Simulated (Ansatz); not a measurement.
Cartesian coordinates in Å:
```
O 0.714 -1.941 1.414
Si -0.225 -0.938 0.559
O -1.557 -0.672 1.458
F -0.670 -1.564 -0.835
N 0.673 0.446 0.129
Si 0.631 1.321 -1.345
Cl -1.171 2.304 -1.592
H 0.277 -2.534 2.028
H -2.247 -0.120 1.087
H 1.126 0.922 0.897
H 1.685 2.357 -1.297
H 0.764 0.418 -2.503
```

Charge 0, multiplicity 1.

**Question.** List the ωB97M-V/def2-TZVPP orbital energies in eV (Ansatz 0.2.0). (Estimate.)

**Answer.** Ansatz gave: Occupied: -2771.79, -1808.68, -1808.23, -677.47, -526.48, -526.48, -394.57, -262.21, -199.67, -199.56, -199.55, -149.50, -149.16, -103.66, -103.63, -103.61, -103.32, -103.27, -103.24, -36.13, -31.65, -31.02, -27.03, -25.66, -19.31, -18.05, -17.73, -17.11, -16.31, -15.33, -14.79, -14.33, -13.58, -13.45, -13.33, -13.03, -12.72, -12.34, -11.63, -11.16, -10.74. Lowest empty: 1.73, 2.37, 2.57, 2.82, 3.37, 3.50, 3.81, 4.73.
